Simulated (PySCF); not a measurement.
Two species compared at the same levels of theory.

First species: C4H10FNSi3.
SMILES: `F[SiH2]N([SiH3])[SiH]1C=CC=C1`

Second species: (SiH3)2PH, H7PSi2.
Bonds: Si1–P2, P2–Si3. Hydrogens: H4, H5, H6 on Si1; H7 on P2; H8, H9, H10 on Si3.

Levels: PBE0/pcSseg-1 for dipole moment, HOMO energy, LUMO energy and HOMO–LUMO gap; GFN2-xTB for rotational constant A and rotational constant C. Geometries: GFN2-xTB. Each species is one conformer at its optimised geometry, gas phase, non-relativistic unless stated; the electronic structure was computed with PySCF and density fitting.

Dipoles, sizes and rotational constants follow the conformer. The torsions of the flexible species, by atom-mapped SMILES:
- `[F:1][SiH2:2][N:3]([SiH3:4])[SiH:5]1[CH:6]=[CH:7][CH:8]=[CH:9]1`: F1–Si2–N3–Si4 -81°, Si2–N3–Si5–C6 -120°

Values for the first species:

| Item | Value |
| --- | --- |
| Dipole moment | 1.82 D |
| HOMO energy | -6.84 eV |
| LUMO energy | -1.83 eV |
| HOMO–LUMO gap | 5.01 eV |
| Rotational constant A | 1.857 GHz |
| Rotational constant C | 0.566 GHz |

(1) Estimate the same properties for the second species, and the change in each.

Answers

(1) 
```json
{"property": "dipole moment", "first": "1.82 D", "second": "1.06 D", "second less first": "-0.76 D"}
{"property": "HOMO energy", "first": "-6.84 eV", "second": "-7.29 eV", "second less first": "-0.45 eV"}
{"property": "LUMO energy", "first": "-1.83 eV", "second": "0.06 eV", "second less first": "+1.89 eV"}
{"property": "HOMO–LUMO gap", "first": "5.01 eV", "second": "7.35 eV", "second less first": "+2.34 eV"}
{"property": "rotational constant A", "first": "1.857 GHz", "second": "9.238 GHz", "second less first": "+7.381 GHz"}
{"property": "rotational constant C", "first": "0.566 GHz", "second": "2.051 GHz", "second less first": "+1.485 GHz"}
```

On the first: The dipole matches unit charges of opposite sign 0.38 Å apart (1 e·Å = 4.8032 D). GFN2-xTB frequencies show an imaginary mode (48i cm⁻¹), so this geometry is no minimum at that level.

On the second: The dipole matches unit charges of opposite sign 0.22 Å apart (1 e·Å = 4.8032 D).
